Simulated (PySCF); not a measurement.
## Computed properties of boroxine (B3H3O3), SMILES O1BOBOB1

B3H3O3, SMILES O1BOBOB1. The structure is a stationary point at PBE0-D3(BJ)/def2-SVP. One conformer was computed; it need not be the lowest. All values are computed for the isolated molecule unless a solvent is named; none is compared with measurement here.

**Structure.** The optimised structure has D3h symmetry. All 21 harmonic modes at PBE0-D3(BJ)/def2-SVP (PySCF) are real, so it is a minimum. With heavy atoms numbered as in [BH:1]1[O:2][BH:3][O:4][BH:5][O:6]1, the shortest bond between them is B3–O4 at 1.371 Å and the longest B1–O6 at 1.371 Å.

**Vibrations.** The strongest infrared lines (harmonic, unscaled, degenerate partners summed) lie at 1449 cm⁻¹ (1605 km/mol, B 62 %, O 32 %), 2689 cm⁻¹ (485 km/mol, H 91 %, B 9 %), 921 cm⁻¹ (157 km/mol, H 46 %, B 41 %, O 13 %). The softest mode is at 211 cm⁻¹ and the zero-point energy is 34.7 kcal/mol.

**Electronic structure.** B3LYP/def2-TZVP (PySCF) places the frontier levels at -9.39 and -0.84 eV, a gap of 8.55 eV, and gives a dipole moment of 0.00 D and a mean polarisability of 44.1 bohr³.

**Excitations.** TDA-PBE0/def2-SVPD (PySCF) has S1 at 7.35 eV (169 nm, f = 0.000, dark); the most intense of the 10 singlets computed lies at 7.44 eV (f = 0.07). Strengths of degenerate partners are summed. T1 (TDA) is at 6.74 eV, 0.61 eV under S1. No vertical singlet excitation falls in the visible range (under 3.1 eV).

**NMR.** GIAO shifts at HF/pcSseg-1 (PySCF) (non-relativistic, atoms alike by connectivity averaged): ¹H at 4.7 ppm against TMS; ¹¹B at 16.0 ppm against BF3.
